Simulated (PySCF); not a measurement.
**[Eu(SH)4]− relaxed at several levels**

Computed with PySCF 2.14.0, def2-SVP on the ligands, density fitting, scalar-relativistic core potentials, no spin-orbit coupling, vacuum. Each row is relaxed at its own level from the same template. Distances are means of the shortest metal–ligand contacts, charges and spins Mulliken's; removal energies are rigid, with the ligand's formal charge and no counterpoise, so too large; for an anion taken off a cation in vacuum most of it is the attraction of opposite charges, and multiply charged cations can part far more cheaply with an electron moved from ligand to metal. lcecp potentials hold a fixed number of 4f electrons in the core, out of states, spins and gaps.

| level | basis on the metal | point group | M–SH (Å) | charge on M (e) | removal of one SH (eV) | strongest infrared band, degenerate modes summed (cm⁻¹) | unstable modes (below −25 cm⁻¹) |
| --- | --- | --- | --- | --- | --- | --- | --- |
| B3LYP | lcecp-1-SVP with ECP52 | S4 | 2.711 | 0.53 | 4.55 | 262 | 0 |

What does the calculation give for PBE0, lcecp-1-SVP with ECP52?

point group: S4, M–SH (Å): 2.690, charge on M (e): 0.59, removal of one SH (eV): 4.58, strongest infrared band, degenerate modes summed (cm⁻¹): 265, unstable modes (below −25 cm⁻¹): 0.
```xyz
9

Eu    0.0000    0.0000    0.0018
S     1.4713    1.5967    1.5902
H     1.8255    0.5060    2.3121
S    -1.4713   -1.5967    1.5902
H    -1.8255   -0.5060    2.3121
S     1.5938   -1.4739   -1.5872
H     0.5024   -1.8241   -2.3103
S    -1.5938    1.4739   -1.5872
H    -0.5024    1.8241   -2.3103
```

Moved off a saddle point of the template and relaxed again: PBE0. One start shape was tried for each, so a minimum needn't be the lowest isomer.
